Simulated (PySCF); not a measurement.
Question: Write Cartesian coordinates for InChI=1S/C7H11/c1-5-6-2-3-7(5)4-6/h6-7H,2-4H2,1H3/t6-,7+ as optimised with PBE0-D3(BJ)/def2-SVP. (Doublet state.)

Answer: 
```
atom  x, y, z in Å
C1     2.2303    0.5840   -0.0193
C2     0.7698    0.4482    0.1781
C3    -0.2969    0.4507   -0.9079
C4    -1.5740    0.7445   -0.1040
C5    -1.3226   -0.1819    1.1204
C6     0.0365   -0.7739    0.7130
C7    -0.2023   -1.0941   -0.7872
H8     2.7725    0.5060    0.9363
H9     2.4841    1.5526   -0.4783
H10    2.6412   -0.2041   -0.6855
H11   -0.1631    0.9716   -1.8663
H12   -2.4849    0.4775   -0.6623
H13   -1.6463    1.8054    0.1772
H14   -2.0947   -0.9591    1.2334
H15   -1.2604    0.3758    2.0665
H16    0.5079   -1.4937    1.3968
H17   -1.0991   -1.6854   -1.0492
H18    0.6844   -1.5114   -1.2850
```

Any rigid rotation of these coordinates is as good. Atoms count from 1 in this order. Of the pairs four or more bonds apart, C1···H18 is among the closest relative to their van der Waals radii: 2.90 Å, 100 % of the sum of Bondi's values. C2 (carbon bonded to 3 C) is pyramidal (angles 126.6°, 126.6° and 85.1°, sum 338.3°, 0.39 Å off the plane of its three neighbours). The 8 C–C bonds span 1.480 Å (C1–C2, drawn single) to 1.556 Å (C4–C5, drawn single), a spread of 0.076 Å. The 5-membered ring C3–C4–C5–C6–C7 has internal angles of 83.1° to 101.5°; it is puckered, 0.32 Å rms from its mean plane, widest ring torsion 66°.

Bonds between heavy atoms (Å): C1–C2 1.480, C2–C3 1.522, C3–C4 1.537, C4–C5 1.556, C5–C6 1.537, C6–C7 1.552, C2–C6 1.522, C3–C7 1.552.

Computed, not measured: PySCF 2.14.0, PBE0-D3(BJ)/def2-SVP geometry optimisation, gas phase.

Point group: Cs (tolerance 0.08 Å). Not checked by PBE0-D3(BJ)/def2-SVP frequencies. ⟨S²⟩ = 0.754 (exact for a doublet: 0.75).
